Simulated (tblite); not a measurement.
Compound: ClGaH₂.
SMILES: `[Cl][GaH2]`

Computed values, GFN2-xTB/tblite, gas phase, harmonic and unscaled. The method is semi-empirical: single wavenumbers can be off by several per cent or more. Modes of hydrogen on gallium can be 10 to 20 % off.

Harmonic wavenumbers (cm⁻¹): 373.5, 396.2, 435.3, 707.8, 1641.3, 1644.5.

A = 139790, B = 4871, C = 4707 MHz; mass 105.910 u (most abundant isotopes); point group C2v, symmetry number 2.

Problem. Zero-point energy?

Solution. Half the sum of the wavenumbers: 2599 cm⁻¹ = 7.43 kcal/mol.

Problem. What is S at 273.15 K and 1 bar for an ideal gas of classical rigid rotors and harmonic oscillators?

Solution. Translation 39.48, rotation 20.49, vibration 2.75: S = 62.7 cal/(mol K).

Problem. And Cp and H(273.15 K) − H(0)?

Solution. Cp = 12.86 cal/(mol K), of which vibrations give 4.91 (their classical limit is 6 R = 11.9); H(273.15 K) − H(0) = 2.70 kcal/mol without the zero-point energy, 0.53 from vibrations.

Problem. Which modes carry the vibrational entropy at 273.15 K?

Solution. 373.5 cm⁻¹: 0.93; 396.2 cm⁻¹: 0.85; 435.3 cm⁻¹: 0.72; 707.8 cm⁻¹: 0.23; 1641.3 cm⁻¹: 0.00; 1644.5 cm⁻¹: 0.00 cal/(mol K).

Problem. What must be added to the electronic energy to get the Gibbs energy at 273.15 K and 1 bar?

Solution. ZPE + [H(273.15 K) − H(0)] − T·S = 7.43 + 2.70 − 17.13 = -7.00 kcal/mol.

Problem. How do the functions run with temperature in this model?

Solution. 
```csv
T (K),S (cal/(mol K)),Cp (cal/(mol K)),H − H(0) (kcal/mol),G − H(0) (kcal/mol),ln q(vib)
100,52.1,8.6,0.81,-4.41,0.01
200,58.9,11.4,1.81,-9.98,0.18
300,63.9,13.3,3.05,-16.14,0.51
500,71.3,15.5,5.95,-29.70,1.30
800,79.1,17.4,10.92,-52.33,2.44
1000,83.0,18.1,14.47,-68.54,3.12
```

q(vib) and H(0) count from the zero-point level.
